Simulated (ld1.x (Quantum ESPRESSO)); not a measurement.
Logarithmic derivatives: Ge, ultrasoft

```
Element                 : germanium
Generator               : ld1.x (Quantum ESPRESSO) 7.5
Type                    : ultrasoft
Functional              : LDA (PZ)
Relativity              : scalar-relativistic
Frozen core             : [Ar]
Valence charge          : 14
Reference configuration : 3d10 4s2 4p1.5 (charge +0.5)
Partial waves           : 4s (bound): rcut 1.50, rcutus 1.65 bohr; 4s channel at 2.05 Ry: rcut 1.50, rcutus 1.65 bohr; 4p (bound): rcut 1.80, rcutus 2.10 bohr; 4p channel at 2.1 Ry: rcut 1.80, rcutus 2.10 bohr; 3d (bound): rcut 0.45, rcutus 0.60 bohr; 3d channel at 1.75 Ry: rcut 0.45, rcutus 0.60 bohr
Local potential         : all-electron potential smoothed inside 1.70 bohr (lloc = -1)
Core correction         : Bessel-smoothed model core inside 0.30 bohr
Augmentation charge     : built from norm-conserving waves at rcut, not smoothed further
```

The phase is arctan(r·u′/u) with u = r·R(r), unwrapped; energies in Ry, scanned from -4 to 5 Ry. A pole is an energy at which the radial function vanishes at the test radius. The pseudo phase is shifted by a multiple of π to meet the all-electron one at the reference energy, and phase errors are pseudo minus all-electron; the curves can meet again beyond the range given. Levels narrower than the energy grid can be missing from the lists of poles.

Q: For each channel, where are the poles, and over which energies does the pseudopotential scatter like the atom?

A:

```json
{"channel": "s", "radius (bohr)": "2.29", "reference energy (Ry)": "-1.16", "poles, all-electron": "0.45", "poles, pseudo": "0.45", "unbroken range about the reference energy with phases within 0.05 rad": "below 4.5", "phase error 1 Ry above the reference energy (rad)": "-0.000"}
{"channel": "p", "radius (bohr)": "2.29", "reference energy (Ry)": "-0.56", "poles, all-electron": "1.76", "poles, pseudo": "1.76", "unbroken range about the reference energy with phases within 0.05 rad": "the whole range", "phase error 1 Ry above the reference energy (rad)": "-0.000"}
{"channel": "d", "radius (bohr)": "2.29", "reference energy (Ry)": "-2.48", "poles, all-electron": "-2.44, 4.08", "poles, pseudo": "-2.44, 4.08", "unbroken range about the reference energy with phases within 0.05 rad": "the whole range", "phase error 1 Ry above the reference energy (rad)": "+0.000"}
```

Phases in the p channel:

```json
{"E (Ry)": "-4.00", "all-electron": "1.312", "pseudo": "1.311"}
{"E (Ry)": "-3.76", "all-electron": "1.300", "pseudo": "1.299"}
{"E (Ry)": "-3.52", "all-electron": "1.287", "pseudo": "1.286"}
{"E (Ry)": "-3.28", "all-electron": "1.271", "pseudo": "1.270"}
{"E (Ry)": "-3.04", "all-electron": "1.253", "pseudo": "1.252"}
{"E (Ry)": "-2.80", "all-electron": "1.231", "pseudo": "1.230"}
{"E (Ry)": "-2.56", "all-electron": "1.205", "pseudo": "1.204"}
{"E (Ry)": "-2.32", "all-electron": "1.172", "pseudo": "1.172"}
{"E (Ry)": "-2.08", "all-electron": "1.131", "pseudo": "1.130"}
{"E (Ry)": "-1.84", "all-electron": "1.075", "pseudo": "1.075"}
{"E (Ry)": "-1.60", "all-electron": "0.999", "pseudo": "0.998"}
{"E (Ry)": "-1.36", "all-electron": "0.887", "pseudo": "0.887"}
{"E (Ry)": "-1.12", "all-electron": "0.714", "pseudo": "0.713"}
{"E (Ry)": "-0.88", "all-electron": "0.430", "pseudo": "0.429"}
{"E (Ry)": "-0.64", "all-electron": "-0.009", "pseudo": "-0.009"}
{"E (Ry)": "-0.40", "all-electron": "-0.505", "pseudo": "-0.505"}
{"E (Ry)": "-0.16", "all-electron": "-0.877", "pseudo": "-0.877"}
{"E (Ry)": "0.08", "all-electron": "-1.108", "pseudo": "-1.108"}
{"E (Ry)": "0.32", "all-electron": "-1.252", "pseudo": "-1.252"}
{"E (Ry)": "0.56", "all-electron": "-1.348", "pseudo": "-1.348"}
{"E (Ry)": "0.80", "all-electron": "-1.416", "pseudo": "-1.417"}
{"E (Ry)": "1.04", "all-electron": "-1.468", "pseudo": "-1.468"}
{"E (Ry)": "1.28", "all-electron": "-1.508", "pseudo": "-1.509"}
{"E (Ry)": "1.52", "all-electron": "-1.542", "pseudo": "-1.542"}
{"E (Ry)": "1.76", "all-electron": "-1.571", "pseudo": "-1.571"}
{"E (Ry)": "2.00", "all-electron": "-1.596", "pseudo": "-1.596"}
{"E (Ry)": "2.24", "all-electron": "-1.619", "pseudo": "-1.619"}
{"E (Ry)": "2.48", "all-electron": "-1.641", "pseudo": "-1.641"}
{"E (Ry)": "2.72", "all-electron": "-1.662", "pseudo": "-1.662"}
{"E (Ry)": "2.96", "all-electron": "-1.683", "pseudo": "-1.683"}
{"E (Ry)": "3.20", "all-electron": "-1.705", "pseudo": "-1.704"}
{"E (Ry)": "3.44", "all-electron": "-1.728", "pseudo": "-1.726"}
{"E (Ry)": "3.68", "all-electron": "-1.752", "pseudo": "-1.750"}
{"E (Ry)": "3.92", "all-electron": "-1.780", "pseudo": "-1.777"}
{"E (Ry)": "4.16", "all-electron": "-1.811", "pseudo": "-1.807"}
{"E (Ry)": "4.40", "all-electron": "-1.848", "pseudo": "-1.843"}
{"E (Ry)": "4.64", "all-electron": "-1.894", "pseudo": "-1.887"}
{"E (Ry)": "4.88", "all-electron": "-1.952", "pseudo": "-1.942"}
```
